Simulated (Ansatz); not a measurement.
**FH3NOSi−: structure from calculated spectroscopic constants**

These gas-phase data were calculated for one isomer of FH3NOSi− at B3LYP-D3(BJ)/def2-SVPD (harmonic, unscaled wavenumbers; equilibrium rotational constants with average atomic masses):

| Property | Result |
| --- | --- |
| rotational constants | 7.202, 6.233, 3.79 GHz |
| all wavenumbers above 1500 cm⁻¹ | 3838, 3589, 2093 |

Candidates:

(1) `[NH-][Si@@H](O)F`, a singlet
(2) `N[Si@H]([O-])F`, a singlet

Assign the data to one candidate and say why.

Candidate (1). 1 mode lies between 3250 and 3800 cm⁻¹, one for each N–H bond, while (2) has 2.

The same quantities for all candidates:

```tsv
	rotational constants (GHz)	wavenumbers above 1500 cm⁻¹	E above the lowest, B3LYP-D3(BJ)/def2-SVPD (kcal/mol)
(1)	7.202, 6.233, 3.79	3838, 3589, 2093	15.4
(2)	6.872, 6.426, 3.757	3623, 3525, 2099, 1533	0.0
```

Each candidate is one conformer. Programs: Ansatz 0.2.0.
